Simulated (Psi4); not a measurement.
Psi4 input (wB97X-D/6-31G*):

```
memory 1500 MB

molecule {
1 2
O     0.00000000    0.00000000    0.00000000
B    -1.16475700   -0.65077100    0.00373200
H    -1.67657700   -0.90969200   -1.04264600
H    -1.64842900   -0.94805100    1.05330000
B     1.16475700    0.65077100   -0.00373200
H     1.15140700    1.84376900    0.01828100
H     2.17359800    0.01397300   -0.02893500
symmetry c1
no_reorient
no_com
}

set {
  basis 6-31G*
  reference uks
  scf_type pk
  dft_radial_points 99
  dft_spherical_points 590
  e_convergence 1e-8
  d_convergence 1e-7
  maxiter 150
}

e = energy('wb97x-d')
print_out(f'\nFINAL {e:.10f} DIPOLE {variable("CURRENT DIPOLE")[0]:.6f} {variable("CURRENT DIPOLE")[1]:.6f} {variable("CURRENT DIPOLE")[2]:.6f}\n')
```

From the output:

```

    Beta Virtual:

      11A     -0.451911    12A     -0.214070    13A     -0.148979
      14A     -0.030584    15A      0.002232    16A      0.070055
      17A      0.088185    18A      0.098935    19A      0.132203
      20A      0.219352    21A      0.236133    22A      0.252138
      23A      0.281954    24A      0.352359    25A      0.353935
      26A      0.379941    27A      0.638622    28A      0.708100
      29A      0.727681    30A      0.763293    31A      0.811686
      32A      0.911936    33A      0.927000    34A      0.978867
      35A      1.073548    36A      1.135834    37A      1.218995
      38A      1.224331    39A      1.257161    40A      1.398120
      41A      1.581435    42A      1.596870    43A      1.637737
      44A      1.646423    45A      1.654093    46A      1.744546
      47A      1.869481    48A      2.346825    49A      2.354806
      50A      3.022218    51A      3.279978    52A      3.401997
      53A      3.871989

    Final Occupation by Irrep:
              A
    DOCC [    10 ]
    SOCC [     1 ]
    NA   [    11 ]
    NB   [    10 ]

  @UKS Final Energy:  -126.91649248337896

   => Energetics <=

    Nuclear Repulsion Energy =             57.4778448549717638
    One-Electron Energy =                -279.1253292471465670
    Two-Electron Energy =                 106.9888220997394512
    DFT Exchange-Correlation Energy =     -12.2564873230931983
    Empirical Dispersion Energy =          -0.0013428678503908
    VV10 Nonlocal Energy =                  0.0000000000000000
    Total Energy =                       -126.9164924833789598

  UHF NO Occupations:
  HONO-2 :    9  A 1.9987968
  HONO-1 :   10  A 1.9985847
  HONO-0 :   11  A 1.0000000
  LUNO+0 :   12  A 0.0014153
  LUNO+1 :   13  A 0.0012032
  LUNO+2 :   14  A 0.0001694
  LUNO+3 :   15  A 0.0000879

Computation Completed

Properties will be evaluated at   0.000000,   0.000000,   0.000000 [a0]

Properties computed using the SCF density matrix

 Multipole Moments:

 ------------------------------------------------------------------------------------
     Multipole            Electronic (a.u.)      Nuclear  (a.u.)        Total (a.u.)
 ------------------------------------------------------------------------------------

 L = 1.  Multiply by 2.5417464519 to convert [e a0] to [Debye]
 Dipole X            :         -1.1864742           -0.0000019           -1.1864761
 Dipole Y            :         -0.6629045           -0.0000019           -0.6629064
 Dipole Z            :          0.0038019           -0.0000000            0.0038019
 Magnitude           :                                                    1.3591118

 ------------------------------------------------------------------------------------

FINAL -126.9164924834 DIPOLE -1.186476 -0.662906 0.003802

*** Psi4 exiting successfully. Buy a developer a beer!
```

The dipole moment of an ion depends on the origin.

The geometry given is a B3LYP-D3(BJ)/def2-TZVP minimum of the species of charge 0 and multiplicity 1, not of this state.
